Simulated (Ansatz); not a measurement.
A nudged elastic band was laid between two geometries of FGeH₈NSiSn (13 atoms, charge 0, multiplicity 1).

Level of theory: Ansatz 0.2.0, RHF/def2-SVP.

- movable images: 7
- climbing image: yes
- spring: 0.1 eV/Å²
- optimiser: quadratic models (default)
- start path: through a guess of the saddle point
- force threshold: 0.05 eV/Å
- iteration limit: 34
- end points: relaxed

First end point:

```xyz
13
Properties=species:S:1:pos:R:3
N -2.058 0.391 0.239
Si -0.603 -0.133 -0.542
Sn 0.573 -1.910 0.958
Ge 1.002 1.637 -0.956
F 2.006 1.656 0.477
H -2.070 0.608 1.217
H -2.755 0.916 -0.254
H -0.966 -0.698 -1.865
H 2.195 -2.144 0.470
H -0.249 -3.410 0.858
H 0.544 -1.390 2.588
H 1.974 1.387 -2.117
H 0.426 3.056 -1.057
```

Last end point:

```xyz
13
Properties=species:S:1:pos:R:3
N -1.986 0.503 0.195
Si -0.557 -0.120 -0.564
Sn 0.557 -1.889 0.989
Ge 1.014 1.692 -0.842
F 2.224 1.430 0.390
H -2.456 1.311 -0.165
H -2.635 -0.110 0.650
H -0.775 -0.714 -1.913
H 2.020 -2.441 0.298
H -0.490 -3.237 1.176
H 0.862 -1.236 2.536
H 1.790 1.682 -2.163
H 0.451 3.093 -0.572
```

(1) Which bonds break or form, and what moves?

(2) Give the energies along the band, and the barrier.

(3) What is the geometry of the highest image?

The band took 17 iterations and of the order of 15 core-minutes.

## Answers

(1) No bond is made or broken. The dihedral H6–N1–Si2–Ge4 goes from -75 to 51°.

(2) It converged. The highest image is number 4 of 0 to 8, 0.049 eV above the ends, which have the same energy within 2 meV. Another band between the same ends (7 images) ends at a top of the same energy, where a vibrational analysis finds 1 clearly imaginary mode.

```json
{"image": "0", "path coordinate (Å)": "0.00", "energy (eV)": "0.000", "dihedral H6–N1–Si2–Ge4 (°)": "-75"}
{"image": "1", "path coordinate (Å)": "0.66", "energy (eV)": "0.006", "dihedral H6–N1–Si2–Ge4 (°)": "-71"}
{"image": "2", "path coordinate (Å)": "1.32", "energy (eV)": "0.029", "dihedral H6–N1–Si2–Ge4 (°)": "-58"}
{"image": "3", "path coordinate (Å)": "2.01", "energy (eV)": "0.029", "dihedral H6–N1–Si2–Ge4 (°)": "-57"}
{"image": "4", "path coordinate (Å)": "2.79", "energy (eV)": "0.049", "dihedral H6–N1–Si2–Ge4 (°)": "-11"}
{"image": "5", "path coordinate (Å)": "3.26", "energy (eV)": "0.026", "dihedral H6–N1–Si2–Ge4 (°)": "32"}
{"image": "6", "path coordinate (Å)": "3.73", "energy (eV)": "0.010", "dihedral H6–N1–Si2–Ge4 (°)": "46"}
{"image": "7", "path coordinate (Å)": "4.22", "energy (eV)": "0.003", "dihedral H6–N1–Si2–Ge4 (°)": "50"}
{"image": "8", "path coordinate (Å)": "4.73", "energy (eV)": "0.000", "dihedral H6–N1–Si2–Ge4 (°)": "51"}
```

(3) 
```xyz
13
Properties=species:S:1:pos:R:3
N -1.993 0.518 0.155
Si -0.543 -0.097 -0.553
Sn 0.545 -2.014 0.851
Ge 1.006 1.731 -0.816
F 1.678 2.053 0.759
H -2.067 1.438 0.538
H -2.744 -0.071 0.456
H -0.775 -0.630 -1.923
H 1.946 -2.625 0.076
H -0.573 -3.305 1.023
H 0.971 -1.477 2.417
H 2.203 1.391 -1.710
H 0.367 3.054 -1.258
```

Run time: 7.6 min on 2 threads of Arm Neoverse V2 (shared host), peak memory 0.47 GiB.
